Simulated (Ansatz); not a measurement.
`[SiH3][O][Cd][O][SiH3]` + `[NH2][Cd][OH]` → `[OH][Cd][O][SiH3]` + `[NH2][Cd][O][SiH3]`  (redistribution)

Isolated molecules relaxed with PBE0-D4/def2-TZVP in Ansatz; ΔE leaves out vibrations. CBS: MP2 limit from def2 TZ/QZ plus the TZ coupled-cluster correction, frozen cores. def2 core potentials past Kr. For Cd outer-core shells are correlated without core-valence functions, which leaves a few kJ/mol of doubt a bond. One conformer a species, not always the lowest.

| species | CCSD/def2-SVP energy (Eh) |
| --- | --- |
| `[SiH3][O][Cd][O][SiH3]` | -898.66302 |
| `[NH2][Cd][OH]` | -298.50674 |
| `[OH][Cd][O][SiH3]` | -608.49844 |
| `[NH2][Cd][O][SiH3]` | -588.67323 |

Work out ΔE.

ΔE = (-608.49844) + (-588.67323) − (-898.66302) − (-298.50674) = -0.00191 Eh = -5.0 kJ/mol. CCSD(T)/CBS gives -3.9 kJ/mol.

Largest T1 diagnostic among the species: 0.016.

Leaving LDA and LC-ωPBE aside and taking each functional with its dispersion term where it has one, the values, not all of them listed here, spread over 2.0 kJ/mol, from B97M-V to BLYP-D4.
